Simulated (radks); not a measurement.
Neutral lithium inside a hard spherical wall (all orbitals vanish at R), configuration held at [He] 2s1 and not refilled when levels cross. All-electron calculation, scalar-relativistic Kohn-Sham, r2SCAN, spin-polarised, spherical densities, finite nucleus; open shells are filled with parallel spins first; meta-GGA in the generalised Kohn-Sham scheme; Fermi nuclear charge, rms radius 2.444 fm. Program: a radial shooting solver on a logarithmic mesh with Libxc functionals. Eigenvalues in eV for spin up, with the zero of energy where the potential of the charges vanishes at infinity; a dash marks a level that is unbound or too diffuse for the functional's potential to be trusted. A positive occupied level is held by the wall or, in an anion where self-interaction has pushed it up, behind a barrier. The pressure on the wall is -dE/dV.

| R (bohr) | E (hartree) | kinetic (hartree) | e(1s) | e(2s) | e(2p, empty) | e(3s, empty) | pressure (GPa) |
|---|---|---|---|---|---|---|---|
| free | -7.48070 | 7.442 | -53.287 | -3.265 | - | - | 0 |
| 20 | -7.48070 | 7.442 | -53.287 | -3.265 | - | - | < 0.0001 |
| 15 | -7.48069 | 7.442 | -53.285 | -3.264 | - | - | 0.000101 |
| 12 | -7.48052 | 7.444 | -53.256 | -3.249 | - | - | 0.00272 |
| 10 | -7.47957 | 7.451 | -53.144 | -3.184 | - | - | 0.0239 |
| 8 | -7.47410 | 7.481 | -52.738 | -2.906 | - | - | 0.208 |
| 5 | -7.39424 | 7.735 | -50.335 | -0.045 | - | - | 7.16 |
| 4 | -7.26416 | 8.054 | -48.308 | 4.059 | 6.894 | 41.911 | 30.5 |
| 3.5 | -7.12468 | 8.363 | -46.766 | 8.292 | 10.523 | 59.116 | 70.1 |
| 2 | -5.25889 | 11.915 | -35.416 | 61.186 | 46.343 | 226.53 | 1970 |
| 1.5 | -2.31628 | 16.942 | -21.444 | 137.71 | 91.370 | 433.13 | 10200 |
